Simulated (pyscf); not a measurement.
**H₂C=CH–B(Cl)–Cl, singlet**

Gas-phase minimum from PySCF at ωB97X-D3(BJ)/def2-SVP, one conformer. 

```
C
C 1 1.3416
H 2 1.0958 1 121.04
H 2 1.0959 3 116.84 1 179.99
H 1 1.0965 2 118.95 3 179.99
B 1 1.5499 5 118.33 2 179.97
Cl 6 1.7541 1 120.38 5 -0.07
Cl 6 1.7572 1 121.65 5 179.94
```

Properties at ωB97X-D3(BJ)/def2-SVP:

```
Item                                                                                                                                                                                                                    Value
---------------------------------------------------------------------------------------------------------------------  ------------------------------------------------------------------------------------------------------
Harmonic wavenumbers, unscaled                                                                                         92, 200, 269, 382, 409, 564, 655, 953, 1042, 1042, 1054, 1155, 1310, 1438, 1715, 3162, 3195, 3263 cm⁻¹
Zero-point energy                                                                                                                                                                                               31.3 kcal/mol
Rotational symmetry number                                                                                                                                                                                                  1
Entropy of this conformer at 298 K and 1 atm, rigid rotor and harmonic oscillator, modes under 100 cm⁻¹ raised to 100                                                                                         326.6 J/(mol K)
Dipole moment                                                                                                                                                                                                          1.85 D
```

Single-point totals, which compare only within one level (frozen core for MP2 and CC):

| level | total energy (hartree) |
|---|---|
| ωB97X-D3(BJ)/def2-TZVP | -1023.46949 |
| PBE/def2-TZVP | -1022.87578 |
| r²SCAN/def2-TZVP | -1023.27411 |
| B3LYP-D3(BJ)/def2-TZVP | -1023.44864 |
| PBE0-D3(BJ)/def2-TZVP | -1022.97091 |
| M06-2X/def2-TZVP | -1023.32410 |
| ωB97M-D3(BJ)/def2-TZVP | -1023.53626 |
| HF/def2-TZVPP | -1021.30111 |
| MP2/def2-TZVPP | -1022.09300 |
| CCSD/def2-TZVPP | -1022.14246 |
| CCSD(T)/def2-TZVPP | -1022.18214 |

Soft torsions are taken as harmonic, which can shift the entropy by several J/(mol K). The CCSD(T) − MP2 part came from Ansatz, without density fitting, on the same reference.
